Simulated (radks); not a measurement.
Question: The ytterbium ion Yb+, [Xe] 4f14 6s1. Calculated with a radial shooting solver on a logarithmic mesh with Libxc functionals: non-relativistic Kohn-Sham, exchange-only PBE, spin-polarised, spherical densities, point nucleus. Every spin shell is full or empty, so the densities are truly spherical. Functionals are evaluated on that one density, not self-consistently. Rank these orbital-free kinetic functionals by their error against the exact value of the orbitals, and give that value: Thomas-Fermi, von Weizsacker, TF + vW/5, LC94, Perdew 92, Thakkar, Pearson, DePristo-Kress, Ernzerhof.

Answer: Exact: 13391.0 hartree. From best to worst, with 100 (|E| - |E exact|)/|E exact| (equal figures are ties): LC94 -0.05, DePristo-Kress -0.26, Ernzerhof -0.55, Perdew 92 -0.76, Thakkar -0.81, Pearson -0.94, TF + vW/5 +2.52, Thomas-Fermi -4.89, von Weizsacker -62.92.
